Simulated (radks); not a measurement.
Results of a calculation; reference values are marked as such.
Coulomb parameter of the 3d shell of neutral nickel in the model configuration [Ar] 3d6.5 4s2 4p1.5, as a second difference U = [E(n + 0.5) + E(n - 0.5) - 2 E(n)] / (0.5)^2 with all orbitals relaxed. "Bare": the charge of the atom changes with n. "Screened": the 4p shell takes up the change at fixed total charge, which measures U(3d,3d) + U(4p,4p) - 2 U(3d,4p). Code: a radial shooting solver on a logarithmic mesh with Libxc functionals. Model: Dirac Kohn-Sham, PBE, spin-unpolarised, spherical densities, finite nucleus; open shells are shared between the two j in proportion to 2j + 1; Fermi nuclear charge, rms radius 3.7757 fm.

case                  configuration  E - E(n) (eV)
start          [Ar] 3d6.5 4s2 4p1.5          0.000
bare +0.5        [Ar] 3d7 4s2 4p1.5         -8.290
bare -0.5        [Ar] 3d6 4s2 4p1.5         12.010
screened +0.5      [Ar] 3d7 4s2 4p1         -7.606
screened -0.5      [Ar] 3d6 4s2 4p2          9.289

U(bare) = 14.878 eV, U(screened by 4p) = 6.734 eV, against the Slater integral F0(3d,3d) = 28.045 eV with frozen orbitals. The step up makes a negative ion, whose loosely bound charge lowers the bare value.
